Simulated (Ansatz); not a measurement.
The same path of C3H11NSi (16 atoms, charge 0, multiplicity 1) was run twice with different band settings. The coordinate that changes most is the dihedral Si3–N4–C5–H15.

Level of theory: RKS BLYP-D4/def2-SVP (Ansatz).

Relaxed end points:

```xyz
16
Properties=species:S:1:pos:R:3
C 0.709 -1.799 0.448
C 1.457 -0.732 -0.382
Si 0.356 0.641 -1.104
N -0.533 1.527 0.116
C -1.747 1.071 0.790
H -0.093 -2.290 -0.143
H 1.390 -2.600 0.805
H 0.233 -1.352 1.345
H 1.986 -1.210 -1.237
H 2.245 -0.249 0.236
H 1.213 1.660 -1.803
H -0.570 -0.012 -2.105
H -0.415 2.542 0.127
H -1.811 -0.035 0.750
H -1.756 1.352 1.867
H -2.688 1.464 0.335
```

```xyz
16
Properties=species:S:1:pos:R:3
C 0.534 -1.910 0.016
C 1.327 -0.775 -0.671
Si 0.336 0.817 -0.988
N -0.341 1.511 0.470
C -1.544 1.047 1.158
H -0.369 -2.190 -0.566
H 1.145 -2.829 0.136
H 0.195 -1.608 1.028
H 1.718 -1.118 -1.655
H 2.218 -0.508 -0.062
H 1.244 1.872 -1.556
H -0.740 0.482 -1.997
H -0.103 2.484 0.673
H -1.436 1.092 2.265
H -2.464 1.621 0.891
H -1.744 -0.012 0.902
```

Common settings: movable images 7; climbing image yes; optimiser quadratic models (default); start path IDPP; force threshold 0.05 eV/Å; iteration limit 60; end points relaxed.

| run | spring |
| --- | --- |
| 1 | 5.0 eV/Å² |
| 2 | 20.0 eV/Å² |

(1) What does each run give, and how far can it be trusted?

## Answers

(1) Run 1: converged after 8 iterations, highest image 0.030 eV above the first end. A structure lower than the last end lies on the path between it and the top, so the climb from that side starts below the end, which may itself be a saddle point or a shallow side well. A vibrational analysis at the climbing image gives one clearly imaginary mode, 242i cm⁻¹: a first-order saddle point.
Run 2: converged after 8 iterations, highest image 0.030 eV above the first end. A structure lower than the last end lies on the path between it and the top, so the climb from that side starts below the end, which may itself be a saddle point or a shallow side well. Another band between the same ends (7 images) ends at a top of the same energy, where a vibrational analysis finds 1 clearly imaginary mode.
